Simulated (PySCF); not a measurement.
(Z)-1,2-dibromo-1,2-difluoroethene (C2Br2F2), SMILES C(/Br)(=C(/Br)F)F.

Geometry: B3LYP-D3(BJ)/def2-SVP.

Method: SMD-PBE0/def2-SVP (PySCF).

Solvation free energies are E(SMD) − E(gas) at the gas-phase geometry, for 1 M in both phases. Bromine has the revised SMD18 radius of 2.60 Å. In vacuum the dipole moment is 1.18 D.

Computed solvation free energies in water, dimethylsulfoxide, tetrahydrofuran:
```csv
solvent,ΔG(solv) (kcal/mol),its non-electrostatic (CDS) part,dipole (D)
water,1.3,2.2,1.32
dimethylsulfoxide,-1.5,-0.6,1.32
tetrahydrofuran,-2.4,-1.7,1.30
```
